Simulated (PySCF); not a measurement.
Highest orbital energy against ionisation energy along the third row

Calculated with PySCF 2.14, no spin-orbit coupling. Each cell gives −ε(HOMO) / ΔSCF in eV; NIST values include spin-orbit coupling, (s) semi-empirical, (t) theoretical.

```csv
species,UHF,LDA,PBE,PBE0,r2SCAN,NIST (lowest levels)
"Al²⁺ (aug-cc-pCVQZ-DK, spin-free X2C)",28.111 / 28.089,24.584 / 28.870,24.478 / 28.872,25.497 / 28.734,24.672 / 28.429,28.448
"Si²⁺ (aug-cc-pCVQZ-DK, spin-free X2C)",32.228 / 32.019,28.657 / 33.589,28.529 / 33.446,29.688 / 33.308,28.717 / 32.933,33.493
"P²⁺ (aug-cc-pCVQZ-DK, spin-free X2C)",29.980 / 29.581,24.802 / 30.198,24.948 / 30.235,26.364 / 30.257,25.404 / 30.368,30.203
"S²⁺ (aug-cc-pCVQZ-DK, spin-free X2C)",34.723 / 34.151,28.856 / 34.870,28.944 / 34.825,30.572 / 34.867,29.477 / 35.016,34.86 ± 0.04 (s)
"Cl²⁺ (aug-cc-pCVQZ-DK, spin-free X2C)",39.695 / 38.955,33.033 / 39.661,33.087 / 39.571,34.947 / 39.654,33.764 / 39.832,39.8 ± 0.11 (s)
"Ar²⁺ (aug-cc-pCVQZ-DK, spin-free X2C)",40.442 / 39.390,34.108 / 40.851,34.157 / 40.717,36.013 / 40.717,34.604 / 40.691,40.735 ± 0.012 (s)
```

Q: How far is −ε(HOMO) from ΔSCF on average for each method, and why?

A: UHF 0.50 eV; LDA -5.67 eV; PBE -5.59 eV; PBE0 -4.08 eV; r2SCAN -5.11 eV. Hartree-Fock orbital energies lack relaxation and so exceed the ΔSCF value; semilocal functionals have convex E(N) from self-interaction, so their HOMO lies far too high; exact exchange moves hybrids part of the way back.
